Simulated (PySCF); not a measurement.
# How the method changes the shape and vibrations of GeH4N anion

Calculated results; nothing here was measured. They come from PySCF 2.14.0, an open-source quantum chemistry program, on an isolated molecule that a program drew, which may never have been made. The molecule is GeH4N anion (charge -1, singlet), drawn as the SMILES string `[NH2][GeH2-]`.

The geometry was optimised and harmonic frequencies were computed with HF and MP2, all in the aug-cc-pVDZ basis, for the commonest isotopes, with a restricted reference for singlets and an unrestricted one otherwise, and a frozen core in MP2. Germanium has the aug-cc-pVDZ-PP basis, with a core potential (ECP10MDF) in place of its 10 inner electrons, and its 3s, 3p and 3d shells are frozen in MP2. Each result is a local minimum of its method.

Geometry at the HF minimum:
```xyz
6
GeH4N anion, angstrom
N     0.2272   -1.0935    0.2090
Ge    0.6501    0.8273    0.3063
H    -0.5248   -1.3039   -0.4248
H    -0.0682   -1.4218    1.1123
H     1.1692    0.9682   -1.2114
H    -0.8170    1.4519   -0.0288
```

Lengths of the bonds as drawn, in Å (atoms numbered as above):
```
bond,HF,MP2
N1-Ge2,1.969,2.011
N1-H3,1.006,1.026
N1-H4,1.006,1.025
Ge2-H5,1.610,1.615
Ge2-H6,1.629,1.633
```

Rotational constants, in GHz:
| constant | HF | MP2 |
|---|---|---|
| A | 74.34 | 72.67 |
| B | 8.768 | 8.467 |
| C | 8.696 | 8.392 |

Harmonic frequencies in cm^-1, each column in rising order, so a row needn't be the same motion in every method:
| rank | HF | MP2 |
|---|---|---|
| 1 | 237 | 213 |
| 2 | 519 | ? |
| 3 | 612 | 580 |
| 4 | 694 | 634 |
| 5 | 781 | 732 |
| 6 | 949 | 887 |
| 7 | 955 | 901 |
| 8 | 1671 | 1527 |
| 9 | 1708 | 1703 |
| 10 | 1804 | 1788 |
| 11 | 3682 | 3447 |
| 12 | 3764 | 3554 |

**Estimate the missing MP2 frequency from the HF column.**

A single factor s that minimises the squared misfit of MP2 against s times HF over the other rows is sum(HF x MP2) / sum(HF^2) = 0.9463, with an rms misfit of 42 cm^-1. For rank 2 it gives 0.9463 x 519 = 491 cm^-1. The calculation gives 473 cm^-1, 18 cm^-1 below the estimate. The drawn bonds are on average 1.3 % longer in MP2 than in HF.
